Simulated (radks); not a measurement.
Pb61+, configuration [Ar] 3d3 (the NIST ground configuration). Calculated with a radial shooting solver on a logarithmic mesh with Libxc functionals: Dirac Kohn-Sham, LB94 model potential, spin-unpolarised, spherical densities, finite nucleus; open shells fill j = l - 1/2 first; Fermi nuclear charge, rms radius 5.5012 fm. Some entries of the table are withheld. Estimate them.

| orbital | occ. | eigenvalue (hartree) | r(max) (bohr) |
|---|---|---|---|
| 1s1/2 | 2 | -3406.611 | 0.009839 |
| 2s1/2 | 2 | -741.7574 | (1) |
| 2p1/2 | 2 | -720.6605 | (2) |
| 2p3/2 | 4 | -638.6933 | (3) |
| 3s1/2 | 2 | -283.3733 | (4) |
| 3p1/2 | 2 | (5) | 0.1452 |
| 3p3/2 | 4 | (6) | 0.1593 |
| 3d3/2 | 3 | -241.8736 | (7) |
| 3d5/2 | 0 | -237.2187 | (8) |

Answer. 
(1) 2s1/2 r(max) (bohr): 0.05718
(2) 2p1/2 r(max) (bohr): 0.04179
(3) 2p3/2 r(max) (bohr): 0.04947
(4) 3s1/2 r(max) (bohr): 0.1566
(5) 3p1/2 eigenvalue (hartree): -274.8591
(6) 3p3/2 eigenvalue (hartree): -254.2271
(7) 3d3/2 r(max) (bohr): 0.1216
(8) 3d5/2 r(max) (bohr): 0.1255
